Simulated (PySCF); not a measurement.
Orbital gap (eV) of eight silicon and germanium compounds: PBE beside B3LYP, computed with PySCF for isolated molecules in the bases named; differences from unrounded values. The eight are the first of their class met in an unordered collection, after screening for sound electronic states; none was chosen by its value. Each molecule has one DFT geometry for both levels.

```tsv
molecule	basis	B3LYP	PBE	difference
Ge(F)3(SH) (F3GeHS), SMILES [F][Ge]([F])([F])[SH]	def2-TZVP	6.61	4.83	-1.78
CH₅FO₂Si₂, SMILES C(=O)O[SiH2][SiH2]F	def2-TZVP	7.15	5.24	-1.91
ethenyl(ethynyl)silane (C4H6Si), SMILES C#C[SiH2]C=C	def2-TZVP	6.89	5.19	-1.71
C₃H₅ClGe, SMILES C(Cl)=C=[CH][GeH3]	def2-TZVP	5.69	3.99	-1.70
C₄H₁₃NSi, SMILES C[C@H]([SiH3])NCC	def2-TZVP	6.60	4.91	-1.69
CH10ClNSi3, SMILES Cl[Si@@]([SiH2][SiH3])(N)C	def2-TZVP	7.09	5.45	-1.64
C2H8GeO, SMILES [O]([GeH2][CH3])C	def2-TZVP	7.73	5.79	-1.94
C3H4ClNSi, SMILES C1=CN=C[Si@@H]1Cl	def2-TZVP	4.54	2.60	-1.94
```

PBE lies below B3LYP in 8 and above it in 0 of the eight; the mean signed difference is -1.79 and the largest -1.94 eV.
